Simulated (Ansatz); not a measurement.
Ligand exchange: SnH2(CH3)2 + InCl3 → SnH2(CH3)Cl + In(CH3)Cl2

Species: SnH2(CH3)2, singlet; InCl3 `[Cl][In]([Cl])[Cl]`, singlet; SnH2(CH3)Cl, singlet; In(CH3)Cl2, singlet. The partners trade CH3 for Cl: Sn–CH3 and In–Cl bonds give way to Sn–Cl and In–CH3.

Shapes, held fixed at every level: PBE0-D4/def2-TZVP. Programs: Ansatz 0.2.0. Electronic energies: no zero-point or thermal term.

```csv
level,kind,ΔE (kJ/mol),less CCSD(T)/def2-TZVPP
HF/def2-SVP,Hartree–Fock,-8.7,+0.3
r2SCAN-D4/def2-TZVPP,meta-GGA,-15.1,-6.1
PBE0-D4/def2-TZVPP,global hybrid,-13.7,-4.7
r2SCAN0-D4/def2-TZVPP,global hybrid,-13.7,-4.7
B2PLYP/def2-TZVPP,double hybrid,-13.9,-4.9
MP2/def2-TZVPP,perturbation theory,-11.7,-2.7
CCSD/def2-TZVPP,coupled cluster or CI,-9.4,-0.4
CCSD(T)/def2-TZVPP,coupled cluster or CI,-9.0,0.0
```

The highest level, CCSD(T)/def2-TZVPP, gives ΔE = -9.0 kJ/mol; the levels span -15.1 to -8.7. The column of differences is taken from that level and isn't an error. No measured value is set beside it here. For atoms past krypton def2 sets carry core potentials with scalar relativity. Outer-core shells of In, Sn are correlated, in sets that cover them unevenly.
